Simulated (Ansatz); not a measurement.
`CCC(C)(C)CC(C)(C)C`, relaxed as a singlet with RKS PBE-D4/def2-SVP in Ansatz, starting from the GFN2-xTB geometry. Force threshold 0.03 eV/Å.

Start:

```xyz
32

C     2.260   -1.155   -0.902
C     1.707   -0.693    0.442
C     0.979    0.662    0.432
C     0.708    1.062    1.889
C     1.912    1.737   -0.150
C    -0.306    0.706   -0.428
C    -1.484   -0.289   -0.291
C    -1.921   -0.546    1.151
C    -2.668    0.354   -1.031
C    -1.199   -1.631   -0.973
H     1.491   -1.151   -1.668
H     3.075   -0.514   -1.225
H     2.645   -2.169   -0.815
H     1.034   -1.453    0.838
H     2.542   -0.615    1.144
H     0.233    0.264    2.449
H     1.648    1.299    2.385
H     0.072    1.942    1.938
H     1.467    2.723   -0.031
H     2.869    1.733    0.369
H     2.095    1.576   -1.209
H     0.003    0.667   -1.476
H    -0.723    1.705   -0.268
H    -2.084    0.389    1.679
H    -2.857   -1.101    1.155
H    -1.186   -1.134    1.692
H    -2.957    1.291   -0.559
H    -2.408    0.560   -2.067
H    -3.530   -0.309   -1.024
H    -0.896   -1.481   -2.007
H    -0.422   -2.191   -0.464
H    -2.101   -2.240   -0.975
```

```csv
step,energy (eV),largest force component (eV/Å),SCF passes
1,-10707.1771,0.727,20
2,-10707.3609,0.288,19
3,-10707.3779,0.078,19
4,-10707.3793,0.010,20
```

Force components are those of the run's own axes.

End:

```xyz
32

C     2.271   -1.171   -0.930
C     1.729   -0.696    0.420
C     0.994    0.670    0.440
C     0.729    1.045    1.914
C     1.920    1.762   -0.141
C    -0.311    0.715   -0.415
C    -1.502   -0.287   -0.289
C    -1.964   -0.526    1.160
C    -2.677    0.352   -1.064
C    -1.199   -1.647   -0.950
H     1.483   -1.222   -1.707
H     3.071   -0.505   -1.311
H     2.709   -2.187   -0.843
H     1.055   -1.469    0.848
H     2.577   -0.626    1.138
H     0.214    0.243    2.474
H     1.688    1.243    2.435
H     0.111    1.963    1.991
H     1.461    2.766   -0.032
H     2.895    1.779    0.391
H     2.123    1.607   -1.219
H    -0.013    0.705   -1.487
H    -0.731    1.733   -0.251
H    -2.168    0.427    1.689
H    -2.902   -1.120    1.166
H    -1.216   -1.092    1.749
H    -2.992    1.309   -0.599
H    -2.397    0.566   -2.117
H    -3.558   -0.324   -1.080
H    -0.894   -1.520   -2.009
H    -0.398   -2.205   -0.430
H    -2.105   -2.288   -0.940
```

By distances, no bond broke or formed. The bond that changes most is C8–H24, from 1.09 to 1.11 Å (atoms count from 1).

No frequencies were taken in this run, so the end may be a saddle point.

It took 28 s on 4 threads of Intel Xeon Platinum 8175M on a shared host.
